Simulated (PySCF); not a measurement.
C₆H₁₁ClOSi.
Atom-mapped SMILES: `[CH2:1]=[CH:2][CH2:3][C@@H:4]1[SiH2:5][O:6][CH2:7][C@H:8]1[Cl:9]`

NICS = −σ at a ghost point: NICS(0) at the centroid of the ring atoms, NICS(1) 1 Å to either side along the normal of their mean plane, zz for the tensor component along that normal. Level: GIAO PBE/pcSseg-1 (PySCF, non-relativistic, gas phase) on the PBE0-D3(BJ)/def2-SVP geometry, one conformer.

Ring bond lengths (Å): C4–Si5 1.900, Si5–O6 1.688, O6–C7 1.409, C7–C8 1.531, C8–C4 1.522.

Task: Give the NICS values of each ring in ppm.

Result: 
| ring | type | NICS(0) | NICS(1), two faces | NICS(1)zz, two faces | rms pucker (Å) | centre to ring atoms, mean (Å) |
| --- | --- | --- | --- | --- | --- | --- |
| C4–Si5–O6–C7–C8 | 5-membered ring with O and Si; formal bonds all single | -5.7 | -4.0 / -2.5 | -2.2 / -0.6 | 0.18 | 1.35 |

Task: What can be read from them?

Result: 
- C4–Si5–O6–C7–C8: mean NICS(1)zz -1.4 ppm, near zero. C4, Si5, C7, C8 have four or more neighbours; no verdict on aromaticity is drawn.

Task: What is the mean of the two in-plane components of NICS at the second NICS(1) probe listed for ring C4–Si5–O6–C7–C8, 1 Å off the ring?

Result: The isotropic value is a third of the trace: (3 × -2.5 − (-0.6))/2 = -3.5 ppm.

Task: List the ring angles.

Result: 
- C4–Si5–O6–C7–C8: C4 99.5°, Si5 95.2°, O6 112.5°, C7 107.9°, C8 108.2°; sum 523.3° against 540° for a flat convex ring.

Task: How do the values depend on the level or the medium?

Result: 
```csv
level,"NICS(0), C4–Si5–O6–C7–C8","mean NICS(1)zz, C4–Si5–O6–C7–C8"
"PBE/pcSseg-1, gas",-5.7,-1.4
"PBE0/pcSseg-1, gas",-5.9,-1.4
```

The geometry is the same throughout.
